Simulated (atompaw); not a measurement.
What one change does to a pseudopotential (Rb (Z = 37), PAW (atompaw))

rubidium, PAW, made with atompaw 4.2.0.5 (PBE, non-relativistic). Core [Ar] 3d10, reference 4s2 4p6 4d0 5s0 5p0 (charge +1). Waves: 4s (bound); 5s (bound, empty); 4p (bound); 5p (bound, empty); 4d (bound, empty); 4d channel at 4.25 Ry. Local part: bessel scheme, radius 2.65 bohr. Core correction: smooth core density matched at 2.30 bohr. Augmentation charge: besselshape compensation charge, radius 2.45 bohr; PAW radius 3.00 bohr; waves and projectors: bloechl.

Change: scalar-relativistic.

Cutoffs: the cutoffs (Ry, on a coarse ladder) from which the occupation-weighted sum of valence levels, in a spherical-Bessel basis at the reference potential, stays within 10 and 1 mRy of its value at 400 Ry; they do not see the model core or the augmentation charge, which bear on the density cutoff.

What does the change do?

The potential gets neither clearly harder nor softer (15 Ry and 21 Ry → 15 Ry and 21 Ry); the p channel sets the loose cutoff, while the largest relative change is in s, which becomes harder; neither file shows a bound ghost.

```tsv
quantity	base	changed
cutoff, loose	15 Ry	15 Ry
cutoff, tight	21 Ry	21 Ry
loose cutoff by channel (10 mRy a level)	s 8 Ry, p 12 Ry	s 10 Ry, p 12 Ry
bound ghosts	none	none
s: phases at 3.02 bohr within 0.05 rad from the reference energy up to (Ry; the scan ends near 5)	4.0	3.9
p: phases at 3.02 bohr within 0.05 rad from the reference energy up to (Ry; the scan ends near 5)	to the end of the scan	to the end of the scan
d: phases at 3.02 bohr within 0.05 rad from the reference energy up to (Ry; the scan ends near 5)	to the end of the scan	to the end of the scan
lowest overlap eigenvalue by channel	s 0.48, p 0.71, d 0.99	s 0.49, p 0.71, d 0.99
```

 The cutoffs see the waves, projectors and local potential, not the compensation charge or the core.
